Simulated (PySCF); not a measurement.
Compound: BEt2(NCO), C5H10BNO.
Bonds: B1–C2, B1–C9, B1–N16, C2–C3, C9–C10, N16–C17, C17–O18. Hydrogens: H4, H5 on C2; H6, H7, H8 on C3; H11, H12 on C9; H13, H14, H15 on C10.

Computed by this run: PySCF, PBE0-D3(BJ)/def2-SVP geometry optimisation, gas phase; density fitting, grid level 1; the optimiser is geomeTRIC in internal coordinates, started from a GFN2-xTB structure with every atom displaced at random (about 0.03 Å).

At the end of the run (lengths in Å): B1–C9 1.576, B1–N16 1.427, B1–C2 1.577, C3–H8 1.102, C10–H13 1.101, C2–H4 1.103, C9–H11 1.104, C2–B1–N16 118.5°, C9–B1–N16 119.2°, N16–C17–O18 179.5°, C2–B1–C9 122.3°, C9–B1–C2–C3 96°, C2–B1–C9–C10 86°, H11–C9–B1–C2 -34°, H4–C2–C3–H6 -59°.

Task: These geometries were met on the way; a selection of coordinates is given. Order them by energy above the end point, lowest first.
A. B1–C9 1.705, B1–N16 1.329, B1–C2 1.511, C3–H8 1.040, C10–H13 1.161, C2–H4 1.158, C9–H11 1.049, C2–B1–N16 125.5°, C9–B1–N16 113.7°, N16–C17–O18 177.4°, C2–B1–C9 120.8°, C9–B1–C2–C3 101°, C2–B1–C9–C10 93°, H11–C9–B1–C2 -26°, H4–C2–C3–H6 -52°
B. B1–C9 1.594, B1–N16 1.403, B1–C2 1.566, C3–H8 1.101, C10–H13 1.100, C2–H4 1.098, C9–H11 1.101, C2–B1–N16 122.2°, C9–B1–N16 116.4°, N16–C17–O18 178.6°, C2–B1–C9 121.4°, C9–B1–C2–C3 100°, C2–B1–C9–C10 92°, H11–C9–B1–C2 -27°, H4–C2–C3–H6 -55°
C. B1–C9 1.573, B1–N16 1.422, B1–C2 1.574, C3–H8 1.103, C10–H13 1.100, C2–H4 1.101, C9–H11 1.104, C2–B1–N16 119.0°, C9–B1–N16 117.7°, N16–C17–O18 179.1°, C2–B1–C9 123.2°, C9–B1–C2–C3 99°, C2–B1–C9–C10 91°, H11–C9–B1–C2 -29°, H4–C2–C3–H6 -57°

Result: C (0.005 eV), B (0.046 eV), A (0.896 eV).

| step | E above end (eV) | rms distance from the end, all atoms (Å) | largest force (eV/Å) | rms shift of all bonds from the end (Å) |
| --- | --- | --- | --- | --- |
| 2 | 0.005 | 0.102 | 0.307 | 0.002 |
| 1 | 0.046 | 0.118 | 1.413 | 0.008 |
| 0 | 0.896 | 0.150 | 6.075 | 0.055 |

Rows stand in the order of the answer.
